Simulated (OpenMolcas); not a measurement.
# Ionisation energies of vanadium

* Program: OpenMolcas
* Basis: ANO-L-VTZP [6s5p3d2f1g]
* Scalar Hamiltonian: non-relativistic, point nucleus
* Spin-orbit coupling: RASSI with atomic mean-field integrals over the reference wave functions, term energies averaged over their components

Active shells in each charge state: the valence d shell, with orbitals averaged over the low states. Where CASPT2's correlated closed shells are named, they are those of the first ion.

A. CASSCF
B. SS-CASPT2, IPEA 0.25 Eh, imaginary shift 0.1 Eh (closed shells correlated: 3s 3p)
C. SS-CASPT2, IPEA 0 Eh, imaginary shift 0.1 Eh (closed shells correlated: 3s 3p)
D. SS-CASPT2, IPEA 0.25 Eh, imaginary shift 0.1 Eh (closed shells correlated: none)
E. SS-CASPT2, IPEA 0.25 Eh, imaginary shift 0.1 Eh (closed shells correlated: 2s 2p 3s 3p)

Energies in eV between the lowest computed levels, named as in B; reference values from the NIST Atomic Spectra Database with their kind.

```
          From             To       A       B       C       D       E  Spin-orbit share in B          Reference
V2+ 3d3 4F 3/2    V3+ 3d2 3F2  28.394  29.428  29.523  28.824  29.430                 -0.011  29.311 (measured)
   V3+ 3d2 3F2  V4+ 3d 2D 3/2  46.074  46.710  46.765  46.210  46.705                 +0.009  46.709 (measured)
 V4+ 3d 2D 3/2    V5+ 3p6 1S0  64.864  65.346  65.404  64.864  65.322                 +0.049  65.282 (measured)
```

Error against the reference values, in %:

```tsv
From	Reference	A	B	C	D	E
V2+	measured	-3.1	+0.4	+0.7	-1.7	+0.4
V3+	measured	-1.4	0	+0.1	-1.1	0
V4+	measured	-0.6	+0.1	+0.2	-0.6	+0.1
```

Mean absolute error over the 3 measured values: A 0.66 eV, B 0.06 eV, C 0.13 eV, D 0.47 eV, E 0.05 eV.

The lowest level within the active space need not be the ion's true ground level.
